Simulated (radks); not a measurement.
Q: Species: Dy. Configuration: [Xe] 4f10 5d0.5 6s1.5 (fractional occupations, a model configuration). Calculated with a radial shooting solver on a logarithmic mesh with Libxc functionals: Dirac Kohn-Sham, LDA (Slater exchange, Perdew-Wang correlation), spin-unpolarised, spherical densities, finite nucleus; open shells fill j = l - 1/2 first; Fermi nuclear charge, rms radius 5.2218 fm. Some entries of the table are withheld. Estimate them.

orbital,occ.,eigenvalue (eV),r(max) (bohr),<r^2> (bohr^2)
1s1/2,2,-53540.54,0.01339,0.0006103
2s1/2,2,-8911.853,0.07627,(1)
2p1/2,2,-8479.875,0.05741,0.006851
2p3/2,4,-7680.606,0.06344,0.008077
3s1/2,2,-1982.516,0.2159,0.06291
3p1/2,2,-1793.404,0.2032,(2)
3p3/2,4,-1627.492,0.2159,(3)
3d3/2,4,-1300.850,(4),0.05175
3d5/2,6,-1264.583,(5),0.05369
4s1/2,2,-391.0295,0.4946,(6)
4p1/2,2,-316.4207,0.4975,0.3329
4p3/2,4,-279.1559,0.5248,0.3718
4d3/2,4,-155.9838,0.5297,0.4237
4d5/2,6,-149.2366,0.5386,0.4392
5s1/2,2,-48.3728,1.157,1.914
5p1/2,2,-28.2720,1.265,2.487
5p3/2,4,-23.5604,1.352,2.885
6s1/2,1.5,-3.7402,3.440,19.43
4f5/2,6,-3.1863,0.5355,1.076
4f7/2,4,-2.3100,0.5409,1.161
5d3/2,0.5,-1.1973,2.128,16.11
5d5/2,0,-1.0219,2.225,18.17

A: 
(1) 2s1/2 <r^2> (bohr^2): 0.009474
(2) 3p1/2 <r^2> (bohr^2): 0.05836
(3) 3p3/2 <r^2> (bohr^2): 0.06532
(4) 3d3/2 r(max) (bohr): 0.1707
(5) 3d5/2 r(max) (bohr): 0.1743
(6) 4s1/2 <r^2> (bohr^2): 0.3177
